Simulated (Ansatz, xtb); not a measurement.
**Relative energy of two isomers of C4H7N3**

We compare X, `Cc1cn(N)cn1`, a singlet, with Y, `Cc1cncn1N`, a singlet. Both are isolated molecules in the gas phase, relaxed with PBE0-D3(BJ)/def2-SVP; the shapes shown needn't be the lowest conformers.

X (Å):

```xyz
14

C    -1.6549   -2.1144    0.5201
C    -0.8033   -1.3214    1.4495
C     0.4148   -1.6560    1.9963
C    -0.2258    0.3379    2.6765
N     0.7711   -0.5796    2.7813
N     1.9058   -0.4093    3.5473
N    -1.1827   -0.0766    1.8864
H    -2.6469   -2.2976    0.9613
H    -1.1960   -3.0843    0.2830
H    -1.8179   -1.5676   -0.4217
H     1.0472   -2.5362    1.9041
H     2.7329   -0.4603    2.9547
H     1.9643   -1.1482    4.2462
H    -0.1737    1.2857    3.2122
```

Y (Å):

```xyz
14

C    -0.3207   -2.3003    0.7722
C    -0.5671   -1.1970    1.7331
C    -1.6769   -0.4431    2.0391
C    -0.1381    0.2937    3.3164
N    -1.3974    0.4722    3.0173
N     0.4165   -0.7040    2.5705
N     1.7302   -1.1103    2.6709
H    -0.0091   -3.2326    1.2737
H     0.4594   -2.0478    0.0338
H    -1.2416   -2.5182    0.2158
H    -2.6683   -0.5227    1.5927
H     0.4524    0.8361    4.0546
H     1.7715   -2.0954    2.9270
H     2.2007   -0.9918    1.7751
```

Quicker runs give these differences E(Y) − E(X): GFN2-xTB −0.47 kcal/mol; HF/STO-3G −0.97 kcal/mol (at GFN2-xTB geometries); r2SCAN-D4/def2-SVP −0.24 kcal/mol (at GFN2-xTB geometries).

Question: Estimate E(Y) − E(X) at the level CCSD(T)/def2-SVP + ΔMP2/def2-TZVPP.

Answer: CCSD(T)/def2-SVP + ΔMP2/def2-TZVPP gives E(Y) − E(X) = +0.15 kcal/mol, slightly favouring structure X, which is too small a margin to settle the true order.

Level by level:

| level | geometry | E(Y) − E(X) (kcal/mol) | departure from the last row (kcal/mol) | job, with rough time for the two |
| --- | --- | --- | --- | --- |
| GFN2-xTB | GFN2-xTB | −0.47 | −0.63 | optimisation, 0.096 s |
| HF/STO-3G | GFN2-xTB | −0.97 | −1.13 | single point, 0.45 s |
| r2SCAN-D4/def2-SVP | GFN2-xTB | −0.24 | −0.39 | single point, 6.1 s |
| PBE0-D3(BJ)/def2-SVP | PBE0-D3(BJ)/def2-SVP | −0.35 | −0.51 | optimisation, 36 s |
| HF/def2-SVP | PBE0-D3(BJ)/def2-SVP | +0.51 | +0.36 | part of the CCSD(T) run |
| MP2/def2-SVP | PBE0-D3(BJ)/def2-SVP | −0.12 | −0.27 | part of the CCSD(T) run |
| CCSD(T)/def2-SVP | PBE0-D3(BJ)/def2-SVP | +0.05 | −0.11 | single point |
| CCSD(T)/def2-SVP + ΔMP2/def2-TZVPP | PBE0-D3(BJ)/def2-SVP | +0.15 |  | single point, 1.7 min |

As drawn, both hold the same kinds of bond in the same numbers.

The largest departure from CCSD(T)/def2-SVP + ΔMP2/def2-TZVPP is that of HF/STO-3G, 1.13 kcal/mol. The last row adds to CCSD(T) the change of the MP2 difference between the two basis sets, here +0.11 kcal/mol.

With thermal terms from frequencies at re-optimised GFN2-xTB minima (ideal gas, soft modes damped towards free rotors, one conformer each, 298.15 K, 1 atm): on the last row, ΔE + ΔZPE = +0.38, ΔH = +0.24, ΔG = +0.68 kcal/mol.

The correlated steps freeze 7 core orbitals. Programs: Ansatz 0.2.0, xtb 6.7.1; the last row on 2 threads of Arm Neoverse V2 on a shared host.
